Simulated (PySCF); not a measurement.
Compound: C₄H₉BS.
Z-matrix (Å and degrees, PBE0-D3(BJ)/def2-SVP geometry), rows numbered from 1:
```
C 
C   1  1.3344
C   2  1.4976  1  125.35
B   3  1.5740  2  111.50  1  -117.31
S   4  1.7704  3  126.88  2   134.74
C   5  1.8167  4  106.38  3    -1.39
H   1  1.0929  2  121.39  3   178.65
H   1  1.0951  2  121.55  3    -1.49
H   2  1.0974  1  118.72  3  -177.97
H   3  1.1098  2  109.09  1   127.52
H   3  1.1005  2  110.77  1    10.42
H   4  1.2099  3  120.75  2   -46.43
H   6  1.0981  5  110.99  4   -58.89
H   6  1.0978  5  107.12  4  -177.61
H   6  1.0980  5  111.12  4    63.60
```

Computed with PySCF at CAM-B3LYP/def2-SVPD, non-relativistic, on one gas-phase PBE0-D3(BJ)/def2-SVP geometry that isn't relaxed in the solvent. The solvent is an IEF-PCM continuum (van der Waals radii × 1.2), and excitations are vertical TDDFT with non-equilibrium linear response and a frozen core. Specific hydrogen bonds and non-electrostatic terms are outside this model.

Gas-phase singlets (H = HOMO, L = LUMO):

```
state  E (eV)  λ (nm)      f             leading configurations
   S1   5.677     218  0.023                  H→L 88%, H-2→L 8%
   S2   6.152     202  0.202                          H-1→L 93%
   S3   6.676     186  0.002  H-1→L+1 41%, H-3→L 25%, H-2→L 12%
   S4   6.824     182  0.001  H-1→L+1 30%, H-3→L 30%, H-2→L 19%
   S5   6.875     180  0.004    H→L+1 34%, H-3→L 27%, H-2→L 14%
```

Question: What are the lowest 5 singlets in chloroform (ε = 4.711)?

Answer: 
```tsv
state	E (eV)	λ (nm)	f	leading configurations	change by rank (eV)
S1	5.650	219	0.033	H→L 88%, H-2→L 8%	-0.027
S2	6.063	204	0.264	H-1→L 94%	-0.089
S3	6.697	185	0.002	H-3→L 52%, H-2→L 17%, H-1→L+1 12%	+0.021
S4	6.859	181	0.003	H-1→L+1 48%, H-3→L 21%, H-1→L+2 13%	+0.035
S5	6.882	180	0.010	H-2→L 41%, H→L+1 23%, H-3→L 15%	+0.007
```

Question: How do the frontier levels move from gas to chloroform?

Answer: 
```
orbital  gas (eV)  solvent (eV)  change (eV)                   Löwdin shares, gas               Löwdin shares, solvent
 LUMO+2      1.46          1.47        +0.01    S5 51 %, B4 19 %, H12 5 %, C6 5 %    S5 63 %, B4 11 %, C6 6 %, H12 5 %
 LUMO+1      0.95          1.11        +0.16   S5 26 %, B4 23 %, C6 12 %, H14 8 %   B4 29 %, S5 26 %, C6 10 %, H14 6 %
   LUMO      0.30          0.34        +0.04   B4 39 %, S5 23 %, C3 11 %, H12 8 %   B4 39 %, S5 23 %, C3 11 %, H12 8 %
   HOMO     -8.55         -8.51        +0.04    C1 35 %, C2 30 %, C3 10 %, B4 6 %    C1 35 %, C2 30 %, C3 11 %, B4 6 %
 HOMO-1     -8.94         -8.91        +0.03            S5 65 %, B4 15 %, C6 10 %            S5 64 %, B4 15 %, C6 11 %
 HOMO-2    -10.16        -10.11        +0.05    S5 51 %, C6 11 %, B4 10 %, C2 8 %    S5 50 %, C6 11 %, B4 10 %, C2 8 %
 HOMO-3    -10.68        -10.60        +0.08  B4 29 %, H12 23 %, C3 13 %, S5 11 %  B4 28 %, H12 22 %, C3 14 %, S5 11 %
```

The HOMO–LUMO gap goes from 8.85 to 8.85 eV.

Hardware: an Arm Neoverse V1 with one thread, shared host with 32 logical CPUs at a one-minute load of 49. Cost: 39 s wall, 0.95 GiB resident at most. This is the whole response run at CAM-B3LYP/def2-SVPD in chloroform, SCF included.
